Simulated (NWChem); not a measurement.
ZnH2SeS; SMILES [SH][Zn][SeH]

```xyz
5

Zn     0.1108     0.5342    -0.0088
S      0.0126     2.6851    -0.3448
H      0.8869     2.9425     0.6553
Se     0.1951    -1.7257     0.3410
H      1.3023    -1.8527    -0.6228
```
Atoms are numbered in this order, from 1.

Level: PBE0/def2-SVP (NWChem), optimised geometry, unscaled harmonic frequencies. This build's default masses of Se (78.918 u) and Br (79.917 u) are each other's, which moves their modes by up to 0.6 %.

```json
[
 {"frequency (cm⁻¹)": "84", "IR intensity (km/mol)": "9.1"},
 {"frequency (cm⁻¹)": "84", "IR intensity (km/mol)": "8.3"},
 {"frequency (cm⁻¹)": "132", "IR intensity (km/mol)": "13.9"},
 {"frequency (cm⁻¹)": "247", "IR intensity (km/mol)": "1.2"},
 {"frequency (cm⁻¹)": "431", "IR intensity (km/mol)": "46.0"},
 {"frequency (cm⁻¹)": "572", "IR intensity (km/mol)": "1.3"},
 {"frequency (cm⁻¹)": "625", "IR intensity (km/mol)": "6.5"},
 {"frequency (cm⁻¹)": "2443", "IR intensity (km/mol)": "10.3"},
 {"frequency (cm⁻¹)": "2704", "IR intensity (km/mol)": "1.0"}
]
```

The zero-point energy is 10.5 kcal/mol, the thermal correction to the enthalpy at 298.15 K (with zero-point energy) is 14.9 kcal/mol and the heat capacity Cv is 17.0 cal/(mol K). The entropy at 298.15 K and 1 atm (symmetry number 1) comes out as 80.7 cal/(mol K) and the dipole moment is 1.08 D.

Rigid rotor and harmonic oscillator; modes under 100 cm⁻¹ make the entropy uncertain.
